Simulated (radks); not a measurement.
Values are calculated unless marked as measured or tabulated.
Coherent X-ray form factor from a spherical all-electron density. Level of theory: scalar-relativistic Kohn-Sham, r2SCAN, spin-polarised, spherical densities, finite nucleus; meta-GGA in the generalised Kohn-Sham scheme; Fermi nuclear charge, rms radius of each element as measured or else 0.836 A^(1/3) + 0.57 fm (a radial shooting solver on a logarithmic mesh with Libxc functionals).

sin(theta)/lambda (1/angstrom)  f0 (electrons)
0.05                                    71.343
0.1                                     69.488
0.15                                    66.727
0.2                                     63.422
0.25                                    59.897
0.3                                     56.385
0.4                                     49.887
0.5                                     44.318
0.6                                     39.589
0.8                                     31.962
1                                       26.135
1.25                                    20.976
1.5                                     17.699
2                                       13.996

The species is in the configuration that NIST lists as its ground one. Which atom or ion scatters so?

Answer. The rhenium ion Re3+, [Xe] 4f14 5d4. Extrapolating in s^2 from the first two rows gives f0(0) = 72.0, near the electron count 72; among species with that count, the fall with angle is slower the higher Z, and the table is that of Z = 75; from so few rows the species is fixed only to a neighbour or two.
